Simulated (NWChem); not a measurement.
System: CH$_{5}$ClOSi$_{2}$; SMILES [SiH2]1CO[Si@@H]1Cl

The following NWChem deck was run.

```
start job
memory heap 200 mb stack 900 mb global 1100 mb
geometry units angstroms noautosym nocenter noautoz
  Cl     0.245405    -2.084429     0.483390
  Si    -0.083660    -0.372500    -0.665963
  O     -1.460835     0.476497    -0.216880
  C     -0.992758     1.696548     0.442554
  Si     0.914649     1.599106     0.074958
  H     -0.175271    -0.866819    -2.061102
  H     -1.506097     2.552447    -0.007542
  H     -1.253225     1.658778     1.506095
  H      1.825395     1.613628     1.250255
  H      1.388357     2.584522    -0.935160
end
basis spherical
  Cl library def2-svp
  Si library def2-svp
  O library def2-svp
  C library def2-svp
  H library def2-svp
end
dft
  xc xpbe96 cpbe96
  iterations 150
end
cosmo
  do_cosmo_smd true
  solvent clbenzen
end
task dft energy
```

Excerpt of the output:

```
             Northwest Computational Chemistry Package (NWChem) 7.3.0
             --------------------------------------------------------

                             Geometry "geometry" -> ""
                             -------------------------

 Output coordinates in angstroms (scale by  1.889725989 to convert to a.u.)

  No.       Tag          Charge          X              Y              Z
 ---- ---------------- ---------- -------------- -------------- --------------
    1 Cl                  17.0000     0.24540500    -2.08442900     0.48339000
    2 Si                  14.0000    -0.08366000    -0.37250000    -0.66596300
    3 O                    8.0000    -1.46083500     0.47649700    -0.21688000
    4 C                    6.0000    -0.99275800     1.69654800     0.44255400
    5 Si                  14.0000     0.91464900     1.59910600     0.07495800
    6 H                    1.0000    -0.17527100    -0.86681900    -2.06110200
    7 H                    1.0000    -1.50609700     2.55244700    -0.00754200
    8 H                    1.0000    -1.25322500     1.65877800     1.50609500
    9 H                    1.0000     1.82539500     1.61362800     1.25025500
   10 H                    1.0000     1.38835700     2.58452200    -0.93516000

 Effective nuclear repulsion energy (a.u.)     351.5642909787

  pbe96 is a nonlocal functional; adding pw91lda local functional.

                                 NWChem DFT Module
                                 -----------------

 Summary of "ao basis" -> "ao basis" (spherical)
 ------------------------------------------------------------------------------
       Tag                 Description            Shells   Functions and Types
 ---------------- ------------------------------  ------  ---------------------
 Cl                         def2-svp                 8       18   4s3p1d
 Si                         def2-svp                 8       18   4s3p1d
 O                          def2-svp                 6       14   3s2p1d
 C                          def2-svp                 6       14   3s2p1d
 H                          def2-svp                 3        5   2s1p

 in cosmo_initialize ...
 calling solv_data for solv:clbenzen

 solvent parameters
 solvname_short: clbenzen
 solvname_long:  chlorobenzene
 dielec:        5.6968
 dielecinf:     2.3229
 nonaqueous SMD model solvent descriptors
 dielec:        5.6968
 sola:          0.0000
 solb:          0.0700
 solc:          0.8570
 solg:         47.4800
 solh:          0.1430
 soln:          1.5241

          ---------------
          -cosmo- solvent
          ---------------
 Cosmo: York-Karplus, doi: 10.1021/jp992097l
 dielectric constant -eps-     =   5.70
 screen = (eps-1)/(eps    )    =   0.82446
 surface charge correction     = lagrangian

   van der Waals surface
 --------------------------

[...]

                                COSMO-SMD solvation results
                                ---------------------------

             internal energy in gas <Psi(g)|H|Psi(g)> =     -1154.531832050039
         internal energy in solvent <Psi(s)|H|Psi(s)> =     -1154.531433423976
                               delta internal energy  =         0.000398626062 (    0.25 kcal/mol)
   total free energy in solvent <Psi(s)|H+V/2|Psi(s)> =     -1154.535008368668
 polarization energy contribution <Psi(s)|V/2|Psi(s)> =        -0.003574944691 (   -2.24 kcal/mol)
    total free energy in solvent including G(SMD-CDS) =     -1154.537287505160
                       G(SMD-CDS) energy contribution =        -0.002279136493 (   -1.43 kcal/mol)
     1 M fixed-concentration free energy of solvation =        -0.005455455122 (   -3.42 kcal/mol)

                       DFT Final Molecular Orbital Analysis
                       ------------------------------------

 Vector   30  Occ=2.000000D+00  E=-2.538619D-01
              MO Center= -8.6D-01,  8.0D-01,  4.9D-02, r^2= 3.3D+00
   Bfn.  Coefficient  Atom+Function         Bfn.  Coefficient  Atom+Function
  ----- ------------  ---------------      ----- ------------  ---------------
    40      0.317788   3 O  px               42      0.291833   3 O  pz
    54     -0.265029   4 C  px               43      0.230472   3 O  px
    88      0.218602   7 H  s                45      0.216081   3 O  pz
    12     -0.189600   1 Cl py               72      0.167017   5 Si px
    21      0.148660   2 Si s                41     -0.141980   3 O  py

 Vector   31  Occ=2.000000D+00  E=-2.446051D-01
              MO Center= -9.3D-01,  7.9D-01,  2.7D-02, r^2= 2.8D+00
   Bfn.  Coefficient  Atom+Function         Bfn.  Coefficient  Atom+Function
  ----- ------------  ---------------      ----- ------------  ---------------
    42      0.356657   3 O  pz               40     -0.281969   3 O  px
    45      0.254711   3 O  pz               41     -0.212493   3 O  py
    43     -0.211036   3 O  px               93     -0.211858   8 H  s
    54      0.182520   4 C  px               44     -0.168071   3 O  py
    72     -0.157105   5 Si px               56     -0.143813   4 C  pz

 Vector   32  Occ=2.000000D+00  E=-2.382710D-01
              MO Center=  2.9D-01,  9.0D-02, -2.4D-01, r^2= 4.3D+00
   Bfn.  Coefficient  Atom+Function         Bfn.  Coefficient  Atom+Function
  ----- ------------  ---------------      ----- ------------  ---------------
    73      0.247120   5 Si py               76      0.223954   5 Si py
    12      0.220765   1 Cl py               11      0.207232   1 Cl px
    83      0.188318   6 H  s                84      0.176296   6 H  s
    40      0.170369   3 O  px               26     -0.159118   2 Si px
    27     -0.159763   2 Si py                9      0.151660   1 Cl py

 Vector   33  Occ=0.000000D+00  E=-3.431894D-02
              MO Center=  4.4D-01,  6.0D-01, -2.9D-01, r^2= 5.0D+00
   Bfn.  Coefficient  Atom+Function         Bfn.  Coefficient  Atom+Function
  ----- ------------  ---------------      ----- ------------  ---------------
    76      0.771072   5 Si py               29      0.709710   2 Si px
    22      0.593558   2 Si s                53     -0.329359   4 C  s
    39      0.319342   3 O  s                21      0.312575   2 Si s
    30      0.275633   2 Si py               68     -0.269564   5 Si s
    84     -0.267353   6 H  s                26      0.260994   2 Si px

 Vector   34  Occ=0.000000D+00  E=-3.118085D-02
              MO Center=  3.5D-01,  4.8D-01, -2.3D-01, r^2= 4.3D+00
   Bfn.  Coefficient  Atom+Function         Bfn.  Coefficient  Atom+Function
  ----- ------------  ---------------      ----- ------------  ---------------
    77      0.680957   5 Si pz              104      0.561109  10 H  s
    99     -0.499434   9 H  s                31      0.445377   2 Si pz
    12     -0.341289   1 Cl py               30     -0.338909   2 Si py
     4     -0.268024   1 Cl s                21      0.260346   2 Si s
    28      0.202939   2 Si pz               76     -0.201585   5 Si py

 Vector   35  Occ=0.000000D+00  E=-1.783969D-02
              MO Center=  4.9D-01,  8.0D-01, -2.4D-01, r^2= 4.7D+00
   Bfn.  Coefficient  Atom+Function         Bfn.  Coefficient  Atom+Function
  ----- ------------  ---------------      ----- ------------  ---------------
    53      0.959830   4 C  s                75      0.874063   5 Si px
    29      0.452193   2 Si px               39      0.413195   3 O  s
    30     -0.394323   2 Si py               57      0.385400   4 C  px
    99     -0.352963   9 H  s                94     -0.239495   8 H  s
    21     -0.221328   2 Si s                89     -0.220502   7 H  s

     Multipole analysis of the density
     ---------------------------------

     L   x y z        total         alpha         beta         nuclear
     -   - - -        -----         -----         ----         -------
     0   0 0 0     -0.000000    -32.000000    -32.000000     64.000000

     1   1 0 0      0.385216      1.665024      1.665024     -2.944832
     1   0 1 0      1.003378     -2.588968     -2.588968      6.181314
     1   0 0 1     -0.067215     -0.616011     -0.616011      1.164808

     2   2 0 0    -39.796274   -100.155828   -100.155828    160.515382
     2   1 1 0     -0.368833      4.626946      4.626946     -9.622725
     2   1 0 1     -0.900324     -6.028190     -6.028190     11.156056
     2   0 2 0    -37.502781   -286.567645   -286.567645    535.632508
     2   0 1 1      1.353705      8.593315      8.593315    -15.832924
     2   0 0 2    -37.601191    -55.878381    -55.878381     74.155572
```

Level: PBE/def2-SVP, SMD on the gas-phase geometry. Geometry: optimised at B3LYP/6-31G* (spherical d). Solvent: chlorobenzene.
